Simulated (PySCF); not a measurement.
SMILES [SiH2](S[Si](O)(O)C)C (C₂H₁₀O₂SSi₂) (GFN2-xTB optimised geometry):

```
17

Si     2.384    -0.046     1.977
C      4.266     0.092     2.075
S      1.949    -0.748     0.000
Si    -0.216    -0.748     0.000
C     -0.899     1.015     0.000
O     -0.799    -1.471     1.326
O     -0.668    -1.648    -1.277
H      1.861    -1.013     2.939
H      1.740     1.254     2.160
H      4.570     0.440     3.057
H      4.743    -0.866     1.895
H      4.648     0.791     1.338
H     -1.949     1.013    -0.270
H     -0.370     1.648    -0.706
H     -0.809     1.465     0.983
H     -0.847    -2.423     1.366
H     -0.222    -1.553    -2.114
```

Computed with B3LYP/def2-SVP (PySCF).

What are the frontier orbital energies and the dipole moment?

HOMO-2 -8.45 eV, HOMO-1 -7.60 eV, HOMO -6.67 eV, LUMO 0.68 eV, LUMO+1 0.97 eV; dipole moment 0.50 D.

Meta-Löwdin charges at B3LYP/def2-SVP: Si1 0.63, C2 -0.53, S3 -0.48, Si4 1.22, C5 -0.56, O6 -0.71, O7 -0.71, H8 -0.11, H9 -0.12, H10 0.11, H11 0.12, H12 0.12, H13 0.12, H14 0.11, H15 0.12, H16 0.34, H17 0.34.
